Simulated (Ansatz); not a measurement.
Stepwise reaction of `[F][Sb]([Cl])[Cl]` with hydrogen fluoride, as a gas-phase model of exchange steps in deposition or etching. ΔE in kJ/mol; ΔG adds harmonic PBE0-D4 terms to CCSD(T)/CBS, at 1 bar.

Gas-phase electronic energies from Ansatz, PBE0-D4/def2-TZVP geometries. CCSD(T)/CBS is the MP2 limit (def2-TZVPP, def2-QZVPP) plus CCSD(T) − MP2 in def2-TZVPP, frozen cores. This one scheme is used for every species. DFT in def2-TZVPP. B3LYP here is the variant with VWN-RPA as its local correlation; programs differ in this. def2 core potentials past Kr. For Sb outer-core shells are correlated without core-valence functions, which leaves a few kJ/mol of doubt a bond.

```json
{"step": "2", "reaction": "`[F][Sb]([F])[Cl]` + H–F → `[F][Sb]([F])[F]` + HCl", "PBE-D4": "12.0", "B3LYP-D4": "9.8", "ωB97M-V": "6.6", "CCSD(T)/CBS": "11.3", "ΔG(600 K)": "11.0"}
```

Q: Give the row of step 1, `[F][Sb]([Cl])[Cl]` + H–F → `[F][Sb]([F])[Cl]` + HCl. (Best estimate.)

A: Ansatz gave: 
| step | reaction | PBE-D4 | B3LYP-D4 | ωB97M-V | CCSD(T)/CBS | ΔG(600 K) |
| --- | --- | --- | --- | --- | --- | --- |
| 1 | `[F][Sb]([Cl])[Cl]` + H–F → `[F][Sb]([F])[Cl]` + HCl | 15.1 | 13.4 | 10.0 | 16.0 | 9.9 |

Q: By hand: ΔE of the 2 steps together at CCSD(T)/CBS.

A: (16.0) + (11.3) = 27.3 kJ/mol, or 13.7 kJ/mol a step.

In ΔE the steps differ by no more than 4.7 kJ/mol. All are uphill at CCSD(T)/CBS. ΔG lies between 9.9 and 11.0 kJ/mol a step. PBE-D4 differs from CCSD(T)/CBS by -0.9 to 0.7 kJ/mol a step. Isolated molecules leave out the surface, adducts and barriers. Largest T1 diagnostic: 0.015.
